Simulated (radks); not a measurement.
Numerical settings for the rhenium ion Re2+, [Xe] 4f14 5d5. All-electron calculation, Dirac Kohn-Sham, PBEsol, spin-unpolarised, spherical densities, finite nucleus; open shells fill j = l - 1/2 first; Fermi nuclear charge, rms radius 5.3698 fm. Program: a radial shooting solver on a logarithmic mesh with Libxc functionals. The defaults (mesh step 0.008 in ln r, mesh end at 40 bohr or more with all orbitals vanishing there, Anderson mixing 0.5 over 9 steps, residual threshold near 1e-9 with the energy settled to 1e-9 hartree or 1e-11 of itself, here a cap of 87 iterations) give E = -16709.226 hartree and 5d5/2 at -20.800 eV in 16 iterations. Run on one thread of a shared host, so times are rough (Intel(R) Xeon(R) Platinum 8488C): 0.19 s of CPU time, 0.19 s wall, 16 iterations on 2254 mesh points. Changes against that run (0 stands for a change within the tolerance of the run):

setting                    iterations         converged  E (mhartree)  e(5d5/2) (meV)  CPU (s)
mesh step in ln r 0.05             16               yes        +0.194         -0.0158     0.04
mesh step in ln r 0.003            16               yes             0               0     0.46
mesh step in ln r 0.02             16               yes     +0.000529               0     0.08
mesh end (bohr) 1                  14  level above zero     +2.24e+05       +6.27e+05     0.12
mesh end (bohr) 400                16               yes             0               0     0.19
residual threshold 0.1             11               yes             0         -0.0532     0.15
residual threshold 1e-05           11               yes             0         -0.0532     0.15
mixing 1.5                         15               yes             0               0     0.18
linear mixing, mixing 0.8          87                no     +1.02e+05       -2.65e+05      2.5
linear mixing, mixing 1            87                no     +3.23e+05       -8.59e+05      3.3
mixing history 20                  22               yes             0               0     0.24
iteration cap 8                     8                no      +0.00458           +14.5     0.11

Settled on a wrong energy, with an occupied level pushed above zero by the early mesh end: mesh end (bohr) 1 (+224 hartree). Apart from these: no run marked as converged misses the energy by more than 1 mhartree. A mesh that ends early acts as a hard wall.
